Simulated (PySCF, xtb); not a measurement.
B(Cl)(GeH3)(OH) (BClGeH4O), SMILES [GeH3][B](O)Cl. The values are those of a single conformer.

Harmonic wavenumbers (cm⁻¹) from GFN2-xTB (xtb 6.7.1) at its own minimum, in rising order: 41, 124, 257, 263, 417, 470, 511, 675, 725, 821, 886, 903, 993, 1282, 2034, 2095, 2112, 3523.

Question: What does PBE-D3(BJ)/def2-SVP in PySCF give at its own minimum? (An estimate is asked for; the answer gives what the named calculation found.)

Answer: 53, 144, 264, 303, 439, 496, 551, 638, 771, 800, 857, 858, 1076, 1345, 2072, 2078, 2087, 3656. Paired by order, the mean absolute difference is 39 cm⁻¹ and the zero-point energies are 25.9 and 26.4 kcal/mol.
